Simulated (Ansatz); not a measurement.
`C[SiH](N)[GeH2][NH2]` → `[NH2][GeH3]` + `C[Si]N`  (silylene formation by 1,1-elimination)

Gas-phase electronic energies from Ansatz, PBE0-D4/def2-TZVP geometries. CCSD(T)/CBS adds triple-zeta CCSD(T) − MP2 to the extrapolated MP2 energy (def2 sets, frozen cores). Functionals use def2-TZVPP. B3LYP here is the variant with VWN-RPA as its local correlation; programs differ in this. For Ge outer-core shells are correlated without core-valence functions, which leaves a few kJ/mol of doubt a bond. Scalar relativity is left out up to krypton. One conformer a species, not always the lowest.

| level | ΔE (kcal/mol) | difference from CCSD(T)/CBS |
| --- | --- | --- |
| PBE-D4 | 41.1 | 0.2 |
| r2SCAN-D4 | 43.7 | 2.8 |
| B3LYP-D4 | 39.5 | -1.4 |
| ωB97M-V | 39.0 | -1.9 |
| B2PLYP | 37.8 | -3.1 |
| PBE | 38.2 | -2.7 |
| PBE0 | 41.0 | 0.1 |
| B3LYP | 34.9 | -6.0 |
| SCS-MP2/def2-TZVPP | 39.9 | -1.0 |
| CCSD/def2-TZVPP | 39.0 | -1.9 |
| CCSD(T)/def2-TZVPP | 39.6 | -1.3 |
| HF/def2-QZVPP | 34.8 | -6.1 |
| MP2/def2-QZVPP | 43.3 | 2.4 |
| SCS-MP2/def2-QZVPP | 40.5 | -0.4 |
| MP2/CBS(def2) | 44.0 | 3.1 |
| CCSD/CBS(def2) | 40.3 | -0.6 |
| CCSD(T)/CBS | 40.9 | 0 |

Largest T1 diagnostic among the species: 0.013.

From PBE to PBE0 (25 % exact exchange), in def2-TZVPP and without D4, ΔE moves by +2.9 kcal/mol. The D4 term adds +4.6 kcal/mol with B3LYP and +2.7 kcal/mol with PBE0; it sums over pairs of atoms, weighted by their polarisabilities, and B3LYP, whose exchange is more repulsive, gets the larger term. In def2-TZVPP, CCSD(T) changes the Hartree–Fock value by +4.3 kcal/mol (the triples alone add +0.6 kcal/mol) and MP2 by +7.4 kcal/mol.
